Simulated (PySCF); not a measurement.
## Simulated characterisation data

- spin–spin couplings from B3LYP/pcJ-1 (spin–dipole term left out of most H,H and C,H couplings)
- PBE0-D3(BJ)/def2-SVP structure
- GIAO PBE0/pcSseg-1 shieldings
- code: PySCF 2.14
- a single conformation, non-relativistic Hamiltonian, rapidly exchanging positions averaged, gas phase

Chemical shifts δ = σref − σ; ¹H (σref 31.27), ¹³C (σref 184.41) against TMS, all at this level. Multiplet labels drop J under 1 Hz and among equivalent protons, and merge close values. Unscaled 3J(H,H) run several per cent high. One-bond C–F couplings are unscaled and too large by tens of Hz. Shifts are as computed. Against solution values, carbons near 30 ppm lie about +2 ppm off and those near 130 ppm about +5 ppm. Of 1211 compounds with measured shifts, 218 miss one by over three times the rms of a fit or turn the order of signals round; such compounds aren't used in these exercises. OH and NH positions are gas-phase values without hydrogen bonding to other molecules.

Compound 1 (C4H4FN). ¹H NMR (600 MHz, computed): δ 6.93 (br s, 1H), 6.19 (td, J = 4.2, 3.7 Hz, 1H), 6.15 (dd, J = 4.1, 1.7 Hz, 1H), 5.64 (ddd, J = 4.3, 3.9, 1.7 Hz, 1H). ¹³C{¹H} NMR (computed): δ 152.8 (C, d, J = 323.0 Hz), 112.8 (CH, d, J = 1.8 Hz), 109.5 (CH), 89.7 (CH, d, J = 7.2 Hz). Structure: SMILES Fc1ccc[nH]1.

Compound 2 (C6H8N2). ¹H NMR (600 MHz, computed): δ 8.56 (dd, J = 2.8, 1.7 Hz, 1H), 8.50 (d, J = 1.7 Hz, 1H), 8.47 (d, J = 2.8 Hz, 1H), 2.62 (q, J = 8.5 Hz, 2H), 1.40 (t, J = 8.5 Hz, 3H). ¹³C{¹H} NMR (computed): δ 164.3 (C), 149.9 (CH), 149.5 (CH), 148.2 (CH), 31.6 (CH2), 16.3 (CH3). Structure: 2-ethylpyrazine (CCc1cnccn1).
